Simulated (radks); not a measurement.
Values are calculated unless marked as measured or tabulated.
Coulomb parameter of the 4f shell of the thulium ion Tm+ in the model configuration [Xe] 4f12 5d1 6s1, as a second difference U = [E(n + 0.25) + E(n - 0.25) - 2 E(n)] / (0.25)^2 with all orbitals relaxed. "Bare": the charge of the atom changes with n. "Screened": the 5d shell takes up the change at fixed total charge, which measures U(4f,4f) + U(5d,5d) - 2 U(4f,5d). Level of theory: scalar-relativistic Kohn-Sham, LDA (Slater exchange, Perdew-Wang correlation), spin-unpolarised, spherical densities, finite nucleus; Fermi nuclear charge, rms radius 5.2256 fm (a radial shooting solver on a logarithmic mesh with Libxc functionals).

\begin{tabular}{lrr}
case & configuration & E - E(n) (eV) \\ \hline
start & [Xe] 4f12 5d1 6s1 & 0.000 \\
bare +0.25 & [Xe] 4f12.25 5d1 6s1 & -3.634 \\
bare -0.25 & [Xe] 4f11.75 5d1 6s1 & 4.648 \\
screened +0.25 & [Xe] 4f12.25 5d0.75 6s1 & -1.886 \\
screened -0.25 & [Xe] 4f11.75 5d1.25 6s1 & 2.224 \\
\end{tabular}

U(bare) = 16.218 eV, U(screened by 5d) = 5.419 eV, against the Slater integral F0(4f,4f) = 33.757 eV with frozen orbitals.
